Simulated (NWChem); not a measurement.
System: CH3BF2O; SMILES OB(F)CF

Here is an NWChem input.

```
start job
memory heap 200 mb stack 900 mb global 1100 mb
geometry units angstroms
  O      1.224575     0.761550     0.381716
  B      0.490770    -0.244960    -0.068359
  F      1.131233    -1.337817    -0.466913
  C     -1.112312    -0.235536    -0.165307
  F     -1.616731     0.975264     0.293006
  H      0.754633     1.546911     0.667552
  H     -1.474043    -0.352342    -1.191431
  H     -1.577192    -1.015106     0.445512
end
basis spherical
  * library def2-svp
end
dft
  xc pbe0
  iterations 150
end
driver
  maxiter 120
end
task dft optimize
task dft freq
```

Parts of the log:

```
             Northwest Computational Chemistry Package (NWChem) 7.3.0
             --------------------------------------------------------

 C1  symmetry detected

                             Geometry "geometry" -> ""
                             -------------------------

 Output coordinates in angstroms (scale by  1.889725989 to convert to a.u.)

  No.       Tag          Charge          X              Y              Z
 ---- ---------------- ---------- -------------- -------------- --------------
    1 O                    8.0000     1.35000627    -0.67430705    -0.00030907
    2 B                    5.0000     0.02890288    -0.58057609    -0.00017549
    3 F                    9.0000    -0.66411509    -1.71331594     0.00086569
    4 C                    6.0000    -0.78932546     0.80140097    -0.00136329
    5 F                    9.0000     0.08568263     1.88069713     0.00120499
    6 H                    1.0000     1.84304466     0.14803851    -0.00103544
    7 H                    1.0000    -1.42066349     0.91763522    -0.88754912
    8 H                    1.0000    -1.42510085     0.91682662     0.88147827

 Effective nuclear repulsion energy (a.u.)     166.7843467733

                                Z-matrix (autoz)
                                --------

 Units are Angstrom for bonds and degrees for angles

[...]

      ----------------------
      Optimization converged
      ----------------------

  Step       Energy      Delta E   Gmax     Grms     Xrms     Xmax
  ---- ---------------- -------- -------- -------- -------- --------
@    6    -339.17484966 -1.1D-07  0.00002  0.00001  0.00050  0.00110
                                     ok       ok       ok       ok

                                Z-matrix (autoz)
                                --------

 Units are Angstrom for bonds and degrees for angles

[...]

 Rotational Constants
 --------------------
 A=   0.316182 cm-1  (  0.454906 K)
 B=   0.119392 cm-1  (  0.171775 K)
 C=   0.088100 cm-1  (  0.126753 K)

 Temperature                      =   298.15K
 frequency scaling parameter      =   1.0000

 Zero-Point correction to Energy  =   32.979 kcal/mol  (  0.052555 au)
 Thermal correction to Energy     =   36.266 kcal/mol  (  0.057794 au)
 Thermal correction to Enthalpy   =   36.859 kcal/mol  (  0.058738 au)

 Total Entropy                    =   73.279 cal/mol-K
   - Translational                =   39.036 cal/mol-K (mol. weight =  80.0245)
   - Rotational                   =   25.675 cal/mol-K (symmetry #  =        1)
   - Vibrational                  =    8.568 cal/mol-K

 Cv (constant volume heat capacity) =   17.078 cal/mol-K
   - Translational                  =    2.979 cal/mol-K
   - Rotational                     =    2.979 cal/mol-K
   - Vibrational                    =   11.119 cal/mol-K

[normal modes left out]

 ----------------------------------------------------------------------------
 Normal Eigenvalue ||           Projected Infra Red Intensities
  Mode   [cm**-1]  || [atomic units] [(debye/angs)**2] [(KM/mol)] [arbitrary]
 ------ ---------- || -------------- ----------------- ---------- -----------
    1        0.000 ||    0.000337           0.008         0.329       0.068
    2        0.000 ||    0.000472           0.011         0.460       0.095
    3        0.000 ||    0.000000           0.000         0.000       0.000
    4        0.000 ||    0.000120           0.003         0.117       0.024
    5        0.000 ||    0.000276           0.006         0.269       0.056
    6        0.000 ||    0.000042           0.001         0.041       0.008
    7      118.297 ||    0.012186           0.281        11.880       2.464
    8      203.975 ||    0.017624           0.407        17.181       3.563
    9      403.750 ||    0.001473           0.034         1.436       0.298
   10      442.574 ||    0.013106           0.302        12.776       2.650
   11      517.385 ||    0.009496           0.219         9.257       1.920
   12      661.412 ||    0.081372           1.877        79.325      16.453
   13      801.583 ||    0.000997           0.023         0.972       0.202
   14      891.360 ||    0.039311           0.907        38.322       7.949
   15     1020.197 ||    0.186513           4.303       181.822      37.712
   16     1097.610 ||    0.044190           1.020        43.079       8.935
   17     1238.859 ||    0.004041           0.093         3.939       0.817
   18     1271.713 ||    0.096571           2.228        94.142      19.526
   19     1429.479 ||    0.232435           5.362       226.589      46.998
   20     1447.931 ||    0.001718           0.040         1.675       0.347
   21     1506.642 ||    0.298399           6.884       290.894      60.335
   22     3059.711 ||    0.013000           0.300        12.673       2.629
   23     3114.088 ||    0.012094           0.279        11.790       2.445
   24     3853.510 ||    0.121188           2.796       118.140      24.504
 ----------------------------------------------------------------------------
```

Level: PBE0/def2-SVP.
